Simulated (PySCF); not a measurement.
# Exercise with solution: oscillator strength and radiative lifetime

CH5S, SMILES C[SH2+], charge +1.

Coordinates come from a B3LYP-D3(BJ)/def2-TZVP optimisation. The isomer is the one that the SMILES or the coordinates give; other isomers of the formula were not compared.

TDDFT-PBE/def2-TZVPD (PySCF) puts the first singlet state with f over 0.02 at 8.02 eV (vertical), with the transition dipole (-0.378, 0.065, 0.000) in atomic units.

### Question
Find the oscillator strength, the wavelength and the radiative lifetime that this transition would have in vacuum if emission retraced absorption.

### Answer

|μ|² = 0.1471 au, so |μ| = 0.97 D. ΔE = 8.02/27.211 = 0.2947 hartree. f = (2/3) ΔE |μ|² = 0.029 (the program prints 0.029).
λ = 1239.84/8.02 = 155 nm; ν = 64686 cm⁻¹.
Einstein's coefficient A = 0.6670 ν² f s⁻¹ (ν in cm⁻¹) = 8.1e7 s⁻¹, so τ = 1/A = 12 ns. This state is S1. The figure is the radiative limit of this one transition; relaxation, internal conversion, crossing to triplets and a medium change what is measured.
